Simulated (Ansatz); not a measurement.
**Which method gave which barrier?**

Saddle point of SiH5ClF2, closed shell (SiH₃Cl ([SiH3][Cl]) + HF + HF → SiH₃F ([F][SiH3]) + HCl + HF; bonds formed: Si1–F7, Cl2–H8, H6–F9; bonds broken: Si1–Cl2, H6–F7, H8–F9), PBE0-D4/def2-TZVP structure:

| atom | x (Å) | y (Å) | z (Å) |
| --- | --- | --- | --- |
| Si1 | -0.3129 | 1.0110 | -0.5456 |
| Cl2 | 1.7053 | -0.2957 | -0.3062 |
| H3 | -0.8164 | 0.2349 | -1.6922 |
| H4 | -1.3874 | 1.8672 | 0.0266 |
| H5 | 0.6950 | 2.0282 | -0.9349 |
| H6 | -0.3870 | -1.1022 | 1.0215 |
| F7 | -0.8364 | -0.1157 | 0.8466 |
| H8 | 1.0466 | -1.5564 | 0.5099 |
| F9 | 0.2932 | -2.0713 | 1.0744 |

Ansatz 0.2.0; basis: def2-TZVPP, with def2-QZVPP for the basis limit; cores frozen in the correlated methods. Extrapolation: Hartree–Fock as exp(−7.88 √X), correlation as X^−2.97. Four methods, as single points on the PBE0-D4 structures, gave these electronic barriers from the start structure: 0.395, 1.067, 1.227, 1.908 eV.

Q: The methods were, in alphabetical order, HF, MP2, PBE0-D4, SPW92. Which gave which? (A judgement: the text doesn't fix the answer.)

A: By the calculation: SPW92 0.395; PBE0-D4 1.067; MP2 1.227; HF 1.908 eV. For comparison, CCSD(T) at an estimated basis limit (MP2 extrapolated from triple and quadruple zeta, plus CCSD(T) − MP2 in triple zeta) gives 1.286 eV.

No T1 diagnostic of these runs exceeds 0.011.

Labels in which every atom is bracketed show which atoms are joined, not bond orders.

For scale, one of the runs: CCSD(T)/def2-TZVPP, 216 basis functions, launched by `ansatz run in.yaml --threads 4 --pin off --events-out ev --progress --plain --max-ram 9574MiB`. Hardware: 4 CPU threads of an Intel Xeon, shared host. Wall time 84 s; peak host memory 3.2 GiB.
